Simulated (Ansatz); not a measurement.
Reaction (SMILES): COC(C)C -> C[CH]C + C[O] (the C-O bond at the site shown breaks; other sites are not compared here)
Each molecule is optimised on its own at B3LYP-D3(BJ)/def2-TZVP (Ansatz, a first-principles code), one conformer each, not searched for the lowest.
Geometry of the first species:
```
C
H 1 1.1007
O 1 1.4264 2 108.24
C 3 1.4095 1 114.85 2 -47.86
H 4 1.0893 3 107.06 1 172.43
H 4 1.0959 5 108.52 3 -121.71
H 4 1.0982 5 108.86 6 -117.86
C 1 1.5180 2 109.15 3 115.45
H 8 1.0900 1 110.46 2 -59.15
H 8 1.0911 9 108.75 1 -121.61
H 8 1.0917 9 108.33 10 -117.72
C 1 1.5254 2 108.90 3 -121.92
H 12 1.0904 1 111.90 2 57.96
H 12 1.0916 13 107.61 1 121.31
H 12 1.0919 13 108.43 14 117.16
```

Quantity: bond dissociation energy (electronic energy difference), in kJ/mol. Correlated levels leave the core frozen unless marked. UHF or UKS for open shells. No spin-orbit coupling. Non-relativistic. CBS marks a two-point X^-3 extrapolation of the correlation energy; Hartree-Fock from the larger set. The bracket is a focal-point correction in the basis named.

Level to compare with: RI-MP2/CBS(cc-pVTZ,cc-pVQZ)+[CCSD(T)-MP2]/cc-pVTZ (Ansatz), 390.2 kJ/mol. It is a level with limits of its own, and the differences hold the functionals' basis error too.

Task: Rank these functionals by how close they come to RI-MP2/CBS(cc-pVTZ,cc-pVQZ)+[CCSD(T)-MP2]/cc-pVTZ, closest first: LC-wPBE/def2-TZVPD (Ansatz); BLYP/def2-TZVPD (Ansatz); HSE06/def2-TZVPD (Ansatz).

Result: LC-wPBE/def2-TZVPD (range-separated hybrid, 354.5 kJ/mol, difference -35.7), HSE06/def2-TZVPD (screened hybrid, 347.5 kJ/mol, difference -42.7), BLYP/def2-TZVPD (GGA, 322.0 kJ/mol, difference -68.2)
